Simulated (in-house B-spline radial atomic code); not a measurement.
**Binding energies in the europium ion Eu⁸⁺**

NIST's tabulated ground configuration is [Kr] 4d10 4f5 5s2 5p2; each binding energy is the energy of the ion with one electron taken from that subshell, relaxed, less that of the parent. Method: Dirac-Hartree-Fock, average of configuration, Fermi nucleus of rms radius 5.1115 fm. Calculated with a radial B-spline atomic code at the basis-set limit. Energies include first-order Breit, QED and recoil terms.

```tsv
subshell	X-ray name	binding energy (eV)	-ε (eV)	relaxation (eV)
1s	K	48655.4	48932.1	71.8
3s	M1	1944.6	1966.8	17.8
3d3/2	M4	1299.2	1320.3	19.7
3d5/2	M5	1271.1	1291.3	19.3
4s	N1	506.8	513.1	5.4
4d3/2	N4	277.3	281.8	4.4
4d5/2	N5	271.9	276.2	4.2
5s	O1	158.1	158.8	0.5
5p	O2,3	132.9	133.4	0.4
4f	N6,7	131.2	134.2	3.1
```

Relaxation = -ε minus the binding energy without Breit, QED and recoil terms.

(1) What does it cost to remove two 3d5/2 electrons?

(2) What does it cost to remove both a 5s and a 5p electron?

(3) What does it cost to remove both a 3d5/2 and a 4s electron?

## Answers

(1) 2610.3 eV, which is 68.07 eV more than the two single binding energies together.

(2) 306.65 eV, which is 15.65 eV more than the two single binding energies together.

(3) 1814.7 eV, which is 36.8 eV more than the two single binding energies together.
